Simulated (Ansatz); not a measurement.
Geometry optimisation of the cluster Na4O2⁻.

```yaml
crystal:
  periodic: [false, false, false]
  atoms:
    - {symbol: Na, position_ang: [2.741199, -0.810488, 2.338771]}
    - {symbol: Na, position_ang: [-2.749399, 0.807618, -2.330210]}
    - {symbol: Na, position_ang: [-0.002417, -1.239862, -0.426800]}
    - {symbol: Na, position_ang: [0.007135, 1.241544, 0.421855]}
    - {symbol: O, position_ang: [1.260051, -0.368451, 1.063035]}
    - {symbol: O, position_ang: [-1.256580, 0.369640, -1.066651]}
basis:
  gaussian: {orbitals: def2-SVPD}
total_charge: -1
magnetization: {spin_polarized: true, initial_magnetization: 1}
hamiltonian: {xc: r2scan, dispersion: d4}
scf: {omitted_lower_state_checks: [starts]}
output: {orbitals: {seedname: orbitals}}
relax: {f_tol: 0.02, max_steps: 100}
```

```sh
$ ansatz run in.yaml --threads 2 --pin off --events-out ev --progress --plain --max-ram 4352MiB
```

Shortened log:

```
Functional definition: r2SCAN
mean field -21746.31671304 eV, -799.1623990212 hartree, gradient 8.2e-6 eV, S^2 0.819015; 0 other end points of the search recorded, 0 dependent functions left out
relax step   1: F+E_penalty+E_count = -21746.34479686 eV  Δ(F+E_penalty+E_count) = +0.000e0 eV  max|allowed force component| = 2.572e-1 eV/Å  Δτ_max = 0.0000 Å  (62 SCF iters, accepted)
mean field -21746.32715894 eV, -799.1627829011 hartree, gradient 3.4e-5 eV, S^2 0.818464; 0 other end points of the search recorded, 0 dependent functions left out
relax step   2: F+E_penalty+E_count = -21746.35513801 eV  Δ(F+E_penalty+E_count) = -1.034e-2 eV  max|allowed force component| = 1.362e-1 eV/Å  Δτ_max = 0.0263 Å  (48 SCF iters, accepted)
mean field -21746.33133265 eV, -799.1629362819 hartree, gradient 2.2e-5 eV, S^2 0.819674; 0 other end points of the search recorded, 0 dependent functions left out
relax step   3: F+E_penalty+E_count = -21746.35921934 eV  Δ(F+E_penalty+E_count) = -4.081e-3 eV  max|allowed force component| = 9.821e-3 eV/Å  Δτ_max = 0.0262 Å  (48 SCF iters, accepted)
mean field -21746.33133265 eV, -799.1629362819 hartree, gradient 2.2e-5 eV, S^2 0.819674; 0 other end points of the search recorded, 0 dependent functions left out
Total energy: -21746.35931096 eV, -799.1639644662 hartree
Atom 0 at     2.780936    -0.821732     2.371225 Å, force     0.007002    -0.001863     0.005370 eV/Å
Atom 1 at    -2.788099     0.819223    -2.363702 Å, force    -0.006709     0.001964    -0.005681 eV/Å
Atom 2 at    -0.002992    -1.236871    -0.425114 Å, force    -0.000036    -0.009821    -0.003375 eV/Å
Atom 3 at     0.006555     1.238123     0.421366 Å, force     0.000050     0.009821     0.003352 eV/Å
Atom 4 at     1.271155    -0.371938     1.073130 Å, force    -0.006993     0.001729    -0.004959 eV/Å
Atom 5 at    -1.267566     0.373197    -1.076905 Å, force     0.006686    -0.001830     0.005293 eV/Å
Dipole moment:     0.001111     0.000386    -0.001173 e Å
Checks for a lower state left out: starts
```

It took 78 s on 2 threads of Arm Neoverse V1 on a shared host.

The highest occupied level of the relaxed charge -1 doublet lies above zero (up to 0.63 eV). By energy differences its removal costs 0.32 eV (each at its own geometry, to the charge 0 singlet, at PBE0-D4/def2-TZVPD). The gap within one spin of the relaxed charge -1 doublet nearly closes, so an electron or hole may be smeared out by delocalisation error. The structure comes from a short search, and lower isomers may exist.
